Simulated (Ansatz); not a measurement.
The lowest singlet and triplet of C3H4O (SMILES [CH2]C([CH2])=O); geometries from B3LYP-D3(BJ)/def2-TZVP, each state relaxed from the structure named, with no frequency check, low spin by broken symmetry.
Singlet (charge 0, multiplicity 1):
```xyz
8

C      1.04802    -0.72611     0.53614
C      0.02121     0.11927    -0.03387
C     -1.26925    -0.51828    -0.18277
O      0.22937     1.29017    -0.36636
H      2.04155    -0.32313     0.68011
H      0.84912    -1.74995     0.82214
H     -2.09056     0.04747    -0.60183
H     -1.43493    -1.54510     0.11354
```

```
level                                     gap E(singlet) − E(triplet), vertical, at the singlet's geometry (kcal/mol)  cost
----------------------------------------  ---------------------------------------------------------------------------  ----
R-HF/cc-pVDZ                                                                                                    56.70     -
U-HF/cc-pVDZ (spin-contaminated)                                                                                11.75     -
R-SVWN5/def2-TZVPP                                                                                              -2.69  ×0.3
U-SVWN5/def2-TZVPP (spin-contaminated)                                                                          -6.45  ×0.6
R-PBE/def2-TZVPP                                                                                                 3.76    ×1
U-PBE/def2-TZVPP (spin-contaminated)                                                                            -3.99    ×2
R-r2SCAN/def2-TZVPP                                                                                             15.14  ×0.5
U-r2SCAN/def2-TZVPP (spin-contaminated)                                                                         -0.95    ×1
R-B3LYP/def2-TZVPP                                                                                               9.82  ×0.3
U-B3LYP/def2-TZVPP (spin-contaminated)                                                                          -1.36  ×0.9
R-PBE0/def2-TZVPP                                                                                               14.69  ×0.2
U-PBE0/def2-TZVPP (spin-contaminated)                                                                           -0.15  ×0.5
R-BHLYP/def2-TZVPP                                                                                              22.63  ×0.2
U-BHLYP/def2-TZVPP (spin-contaminated)                                                                           2.76  ×0.5
R-wB97X-V/def2-TZVPP                                                                                            16.84  ×0.4
U-wB97X-V/def2-TZVPP (spin-contaminated)                                                                         0.15  ×0.8
R-wB97M-V/def2-TZVPP                                                                                            13.81  ×0.5
U-wB97M-V/def2-TZVPP (spin-contaminated)                                                                        -0.70    ×1
R-B2PLYP/def2-TZVPP                                                                                              6.09  ×0.3
U-B2PLYP/def2-TZVPP (spin-contaminated)                                                                         -1.85  ×0.8
R-MP2/cc-pVDZ                                                                                                    2.44     -
U-MP2/cc-pVDZ (spin-contaminated)                                                                               -6.39     -
R-SCS-MP2/cc-pVDZ                                                                                                2.38     -
U-SCS-MP2/cc-pVDZ (spin-contaminated)                                                                           -5.96     -
R-CCSD/cc-pVDZ                                                                                                  15.91     -
U-CCSD/cc-pVDZ (spin-contaminated)                                                                               2.03     -
R-CCSD(T)/cc-pVDZ                                                                                                3.17  ×0.3
U-CCSD(T)/cc-pVDZ (spin-contaminated)                                                                            0.39  ×0.6
SA-CASSCF(4,4)/cc-pVDZ                                                                                           4.16     -
SC-NEVPT2 on SA-CASSCF(4,4)/cc-pVDZ                                                                              1.35     -
FIC-NEVPT4(SD) on SA-CASSCF(4,4)/cc-pVDZ                                                                         1.63     -
FIC-MRCISD+Q on SA-CASSCF(4,4)/cc-pVDZ                                                                           2.01     -
```

The rows run from -6.45 (U-SVWN5/def2-TZVPP (spin-contaminated)) to 56.70 kcal/mol (R-HF/cc-pVDZ). In cc-pVDZ the value moves R-HF 56.70, R-MP2 2.44, R-CCSD 15.91, R-CCSD(T) 3.17, a shift of -53.53 from R-HF to R-CCSD(T). The 9 R-functionals in def2-TZVPP without D3 or D4 span 25.31, from R-SVWN5 to R-BHLYP.

A positive gap puts the triplet lower; no zero-point energy. R- takes a restricted singlet, here one determinant of a half-filled degenerate or near-degenerate pair, which mixes singlet states. U- takes an unrestricted singlet (broken symmetry where lower, unprojected). The triplet is unrestricted in single-reference levels. Active spaces average the two states.

Frozen-core correlation.

Doubts at one or more of the structures used: a restricted determinant that unrestricted orbitals would lower (R-HF/cc-pVDZ, R-SVWN5/def2-TZVPP, R-PBE/def2-TZVPP, R-r2SCAN/def2-TZVPP, R-B3LYP/def2-TZVPP, R-PBE0/def2-TZVPP, R-BHLYP/def2-TZVPP, R-wB97X-V/def2-TZVPP, R-wB97M-V/def2-TZVPP, R-B2PLYP/def2-TZVPP, R-MP2/cc-pVDZ, R-SCS-MP2/cc-pVDZ, R-CCSD/cc-pVDZ, R-CCSD(T)/cc-pVDZ); a spin-contaminated determinant (R-HF/cc-pVDZ, R-MP2/cc-pVDZ, R-SCS-MP2/cc-pVDZ, R-CCSD/cc-pVDZ, R-CCSD(T)/cc-pVDZ).

Run with Ansatz (an electronic-structure program). Values without a source in brackets are computed.

Costs are rough ratios of core time to R-PBE/def2-TZVPP (about 50 s over the structures, on one shared machine); a dash marks a level with no comparable run of its own.
